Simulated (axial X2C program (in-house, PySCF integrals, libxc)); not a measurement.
# Potential curves of SnBr, with spin–orbit coupling

Calculated with an in-house relativistic program for diatomic molecules. Two-component (2c) means X2C with spin–orbit coupling and atomic mean-field two-electron Coulomb and Gaunt terms. Basis: Sn dyall-cv3z [11s12p9d4f1g], Br dyall-cv3z [8s9p6d4f1g] (cores contracted in-house); Gaussian nuclei, density fitting, unrestricted open shells. Masses: Sn 119.902 u, Br 78.918 u.

State: Ω = 1/2 (⟨Sz⟩ = -0.50, ⟨Lz⟩ = 1.00 at PBE0). Energies in kJ/mol from the lowest point of each curve. Fits are polynomials in 1 − R0/R over 0.85 to 1.23 times the lowest point R0.

| R (Å) | PBE0 |
| --- | --- |
| 2.3754 | 12.26 |
| 2.4512 | 2.41 |
| 2.5270 | 0.00 |
| 2.6154 | 4.09 |
| 2.7039 | 13.46 |
| 2.8176 | 30.62 |

The state is a single determinant with fixed occupations, the lowest that a limited PBE0 search found. Density functionals use the spin component along the axis (collinear). Without a current term, density functionals place determinants with orbital angular momentum somewhat too high.

(1) Fit the PBE0 curve near its minimum: give the equilibrium distance and the harmonic wavenumber.

## Answers

(1) At PBE0, 2c: Re = 2.518 Å, ωe ≈ 242 cm⁻¹; Be follows as 0.0558 cm⁻¹.
